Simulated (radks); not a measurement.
Q: The mean radii <r> (bohr) of the occupied orbitals of an atom or ion are listed with their occupations. Calculated with a radial shooting solver on a logarithmic mesh with Libxc functionals: scalar-relativistic Kohn-Sham, exchange-only LDA, spin-polarised, spherical densities, point nucleus.

| orbital | occ. | <r> |
|---|---|---|
| 1s up | 1 | 0.04930 |

Name the element and its charge. Open shells, if any, are filled with parallel spins first.

A: Z = 30, zinc, charge +29: Zn29+ in 1s1. The 1s radius gives Z: for a bare nucleus <r> = (2 gamma + 1)/(2Z) with gamma = sqrt(1 - (Z/c)^2), 0.04919 bohr for Z = 30, and the self-interaction of the functional makes it slightly larger (0.04930 here). The occupations add up to 1, and the charge is Z minus that.
